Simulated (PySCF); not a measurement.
## Zr⁺: excitation energy

Zr⁺ [Kr] 4d2 5s1 (4F) → Zr⁺ [Kr] 4d1 5s1 5p1 (high-spin determinant), as a difference of total energies. All numbers are calculated (PySCF 2.14, scalar relativity by spin-free X2C-1e, in aug-cc-pVTZ-DK). Correlated levels: valence: [Kr] frozen. The calculations carry no spin-orbit coupling.

| method | excitation energy (eV) |
| --- | --- |
| UHF | 4.238 |
| LDA | 4.719 |
| PBE | 4.749 |
| PBE0 | 4.684 |
| r2SCAN | 4.872 |
| B3LYP | 4.685 |
| HSE06 | 4.686 |
| PBEsol | 4.717 |
| MP2 (valence) | 4.282 |
| SCS-MP2 (valence) | 4.253 |

How much does correlation contribute at MP2 (valence)?

4.282 − (4.238) = 0.044 eV, measured against UHF.

A first-order spin-orbit estimate (lowest level to lowest level, LS coupling) adds -0.029 eV.

The determinant of the upper state mixes LS terms, which raises its energy above the lowest term, most at the Hartree-Fock and MP2 levels.
